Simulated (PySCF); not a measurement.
A run that did not reach its result, on `O=CCCOC(F)(F)F` (driver script around PySCF, density fitting, GFN2-xTB geometry as the base; each input is a line of settings and coordinates in Å).

Command:
```bash
OMP_NUM_THREADS=1 python probes_run.py task.json out
```
Input:
```
{"job": {"kind": "j", "xc": "B3LPY", "basis": "3-21G", "scf": {"max_cycle": 3}}, "charge": 0, "multiplicity": 1}
O      2.562009    -1.322000     0.026113
C      2.481183    -0.130950     0.100438
C      1.199365     0.651617     0.164710
C     -0.021131    -0.255240     0.124489
O     -1.186478     0.590953     0.190174
C     -2.342743    -0.038147     0.166326
F     -2.513439    -0.901109     1.185713
F     -3.332005     0.842678     0.233765
F     -2.540247    -0.769643    -0.946785
H      3.381715     0.511364     0.129426
H      1.195438     1.245224     1.081641
H      1.172972     1.354464    -0.670949
H     -0.040258    -0.836381    -0.803341
H     -0.017060    -0.943302     0.976202
```

Output:
```
KeyError: "LibXCFunctional: name 'B3LPY' not found."
```

Diagnose the run.

The functional name B3LPY isn't known to the program. Correct the name (B3LYP). The run gave no result.

Conformer computed: `[O:1]=[CH:2][CH2:3][CH2:4][O:5][C:6]([F:7])([F:8])[F:9]`: O1–C2–C3–C4 0°, C2–C3–C4–O5 180°, C3–C4–O5–C6 180°, C4–O5–C6–F7 60°.
